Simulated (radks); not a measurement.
Q: The mean radii <r> (bohr) of the occupied orbitals of an atom or ion are listed with their occupations. All-electron calculation, Dirac Kohn-Sham, relativistic LDA (MacDonald-Vosko exchange, VWN5 correlation), spin-unpolarised, spherical densities, finite nucleus; Fermi nuclear charge, rms radius of each element as measured or else 0.836 A^(1/3) + 0.57 fm. Program: a radial shooting solver on a logarithmic mesh with Libxc functionals.

| orbital | occ. | <r> |
|---|---|---|
| 1s1/2 | 2 | 0.02284 |
| 2s1/2 | 2 | 0.09682 |
| 2p1/2 | 2 | 0.08095 |
| 2p3/2 | 4 | 0.08755 |
| 3s1/2 | 2 | 0.2554 |
| 3p1/2 | 2 | 0.2448 |
| 3p3/2 | 4 | 0.2575 |
| 3d3/2 | 4 | 0.2289 |
| 3d5/2 | 6 | 0.2329 |
| 4s1/2 | 2 | 0.5799 |
| 4p1/2 | 2 | 0.5933 |
| 4p3/2 | 4 | 0.6222 |
| 4d3/2 | 4 | 0.6624 |
| 4d5/2 | 6 | 0.6726 |
| 5s1/2 | 2 | 1.361 |
| 5p1/2 | 2 | 1.495 |
| 5p3/2 | 3 | 1.569 |
| 4f5/2 | 5 | 0.8784 |

Name the element and its charge.

A: Z = 62, samarium, charge +4: Sm4+ in [Kr] 4d10 4f(5/2: 5, 7/2: 0) 5s2 5p(1/2: 2, 3/2: 3). The 1s radius gives Z: for a bare nucleus <r> = (2 gamma + 1)/(2Z) with gamma = sqrt(1 - (Z/c)^2), 0.02245 bohr for Z = 62, and screening makes it slightly larger (0.02284 here). The occupations add up to 58, and the charge is Z minus that.
